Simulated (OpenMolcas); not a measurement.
## Cr3+: ligand-field states by method

Cr3+ with 6 ligands (chloride) in octahedral coordination (Oh) at 2.38 Å. A charge of +0.5 e stands 2.6 Å behind each ligand. Ligand basis ANO-RCC-VDZP.

```yaml
Program: OpenMolcas 26.06
Basis: ANO-RCC-VTZP [6s5p3d2f1g]
Scalar_Hamiltonian: DKH2, point nucleus
Active_space: 3 electrons in 5 orbitals (3d)
State_averaging: 2S+1 = 4 even, 10 roots; 2S+1 = 2 even, 40 roots
Spin-orbit_coupling: state interaction with AMFI integrals over the reference wave functions
```

I. CASSCF
II. SS-CASPT2, IPEA 0.25 Eh, imaginary shift 0.1 Eh (closed shells correlated: 3s 3p and the ligand valence shells)

Spin-free states (labels of O, the rotations of Oh) in cm-1, each column counted from its own energy of the first state listed:

| State | Degeneracy | I | II |
| --- | --- | --- | --- |
| 4A2 | 1 | 0 | 0 |
| 4T2 | 3 | 10330 | 12630 |
| 4T1 | 3 | 17026 | 18300 |
| 2E | 2 | 19073 | 12860 |
| 2T1 | 3 | 20013 | 13670 |
| 2T2 | 3 | 25644 | 19030 |
| 2A1 | 1 | 26437 | 21980 |
| 2T2 | 3 | 28767 | 24310 |
| 4T1 | 3 | 29565 | 28280 |
| 2T1 | 3 | 30041 | 26170 |
| 2E | 2 | 32359 | 27010 |
| 2T1 | 3 | 34517 | 29610 |
| 2T2 | 3 | 39310 | 37940 |
| 2T1 | 3 | 39566 | 39310 |
| 2A2 | 1 | 46034 | 37460 |
| 2T2 | 3 | 46954 | 38660 |
| 2E | 2 | 46971 | 47280 |
| 2T1 | 3 | 50971 | 45640 |
| 2E | 2 | 69112 | 58070 |
| 2T2 | 3 | 70138 | 61040 |

From I to II, I's first state of the same spin (4T2) moves from 10330 to 12630 cm-1, by about +2300 cm-1.

From I to II, I's first state of another spin (2E) moves from 19073 to 12860 cm-1, by about -6200 cm-1.

χT at 300 K: I 1.82, II 1.83 cm3 K/mol.

Roots that are degenerate in the reference are averaged as groups; the widest CASPT2 spread within a group is 600 cm-1 (the 3-fold group of multiplicity 2 near 61000 cm-1 above the lowest state of its run, II). Shifts and gaps below about the spread of the groups concerned are not significant. Over all roots computed the reference weight is 0.65 to 0.66 in II; a low but even weight reflects the number of correlated electrons. Ligand-to-metal charge-transfer states are missing. With no ligand orbital active B as a rule stays too high, so bands that hang on it stand too high and its fall with covalency is understated. Without dynamic correlation the repulsion within the d shell is too large (B by tens of per cent), so at a given field states of lower spin stand too high (holds for I). With metal d orbitals alone and no dynamic correlation the field as a rule comes out too small, by tens of per cent, by up to half for chloride and softer ligands (holds for I). These CASPT2 states fit no ligand-field parameters well, so their order and spin gaps are uncertain (holds for II). With one d shell and no ligand orbital active, 10Dq can be off by a tenth or more (holds for II). No measured value stands beside these numbers; the geometry was imposed, not optimised, and the real ion may take another.
